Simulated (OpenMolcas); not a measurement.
neutral lutetium: CASPT2 settings compared

```json
{
  "Program": "OpenMolcas 26.06",
  "Basis": "ANO-RCC-VQZP [9s8p6d4f3g2h]",
  "Scalar Hamiltonian": "DKH2, point nucleus",
  "Active space": "3 electrons in 6 orbitals (5d 6s)",
  "State averaging": "2S+1 = 2 even, 30 roots; 2S+1 = 4 even, 10 roots kept (CI in the orbitals of an earlier block)",
  "Spin-orbit coupling": "state interaction with AMFI integrals over the reference wave functions, term energies averaged over their components"
}
```

Methods on the same reference wave functions:
A. CASSCF
B. SS-CASPT2, IPEA 0.5 Eh, imaginary shift 0.25 Eh (closed shells correlated: 5s 5p)
C. SS-CASPT2, IPEA 0.3 Eh, imaginary shift 0.3 Eh (closed shells correlated: 5s 5p)
D. SS-CASPT2, IPEA 0.6 Eh, real shift 0.25 Eh (closed shells correlated: 5s 5p)
E. MS-CASPT2, IPEA 0.3 Eh, imaginary shift 0.3 Eh (closed shells correlated: 5s 5p)
F. MS-CASPT2, IPEA 0.6 Eh, real shift 0.25 Eh (closed shells correlated: 5s 5p)

Energies in cm-1 above 5d 6s2 2D 3/2, the measured ground level; measured values from NIST Handbook of Basic Atomic Spectroscopic Data.

| Level | A | B | C | D | E | F | Measured |
| --- | --- | --- | --- | --- | --- | --- | --- |
| 5d 6s2 2D 3/2 | 0.0 | 0.0 | 0.0 | 0.0 | 0.0 | 0.0 | 0.0 |
| 5d 6s2 2D 5/2 | 1819 | 1819 | 1819 | 1819 | 1874 | 1870 | 1994 |
| 5d2 6s 4F 3/2 | 14362 | 17210 | 16950 | 17180 | 17130 | 17320 | 18851 |
| 5d2 6s 4F 5/2 | 15033 | 17880 | 17620 | 17860 | 17800 | 18000 | 19403 |
| 5d2 6s 4F 7/2 | 15975 | 18860 | 18600 | 18830 | 18780 | 18980 | 20247 |
| 5d2 6s 4F 9/2 | 17124 | 20000 | 19750 | 19980 | 19930 | 20130 | 21242 |
| 5d2 6s 4P 1/2 | 21374 | 23340 | 22840 | 23410 | 23030 | 23560 | 21472 |
| 5d2 6s 4P 3/2 | 21847 | 23780 | 23310 | 23860 | 23500 | 24030 | 22468 |
| 5d2 6s 2D 3/2 | 25498 | 24840 | 24500 | 24910 | 24840 | 25190 | 24518 |
| 5d2 6s 2G 9/2 | 27383 | 27280 | 26890 | 27480 | 27070 | 27630 | 26671 |
| 5d2 6s 2P 1/2 | 28683 | 28740 | 28150 | 29020 | 28340 | 29170 | 28793 |
| 5d2 6s 2P 3/2 | 29792 | 29870 | 29280 | 30160 | 29480 | 30320 | 29938 |

Deviations, from unrounded energies. A percentage is the sum of absolute deviations over the sum of measured energies, with the sign that they share, or ± where signs differ.

```tsv
Against measurement	Levels	A	B	C	D	E	F
mean absolute deviation (cm-1)	11	1800	930	980	1000	950	1000
fine structure of the ground term (%)	1	-8.8	-8.8	-8.8	-8.8	-6.0	-6.2
other configurations (%)	10	±8.5	±4.3	±4.5	±4.7	±4.4	±4.9
```

B, C, E lie about equally close to measurement and A furthest from it. The largest miss of B in the table is 5d2 6s 4P 1/2, by +1900 cm-1. The ranking rests on the paired levels alone, and a cruder setting can come out closer through cancelling errors.

Among B to F the level of the table that moves most is 5d2 6s 2P 3/2, by 1000 cm-1 (lowest in C, highest in F). Moves below CASPT2's spread within the term are not significant.

The mean deviations of B to F differ by less than CASPT2's widest spread within a term (710 cm-1), so their order carries little weight.

The lowest spin-free term lies below A's lowest term by 0.245 hartree in B, 0.247 hartree in C, 0.241 hartree in D, 0.248 hartree in E, 0.242 hartree in F.

Term energies are means over components that CASPT2 splits; among the terms shown or strongly mixed into the levels shown the widest spread is 710 cm-1 (5d2 6s 2G, E). Terms from blocks run as CI alone lack orbitals of their own. A single d shell beside an s shell can misplace configurations of different d count against each other. Without dynamic correlation excited terms often stand tens of per cent too high (terms of higher spin than the ground term too low), and those without a measured partner can miss by more than the paired ones (holds for A). Some levels mix across a computed gap that differs much from the measured one, so their mixing is not that of the real levels (holds for B; C; D; E; F). Computed and measured levels are paired by configuration, term and J; levels that our copy of the source lacks, or whose pairing is in doubt (as where it misses far off the trend of its configuration), stay unpaired and out of the deviations. Levels of configurations outside the active space are missing. Levels that lie high or do not pair safely by name in every column are left out.
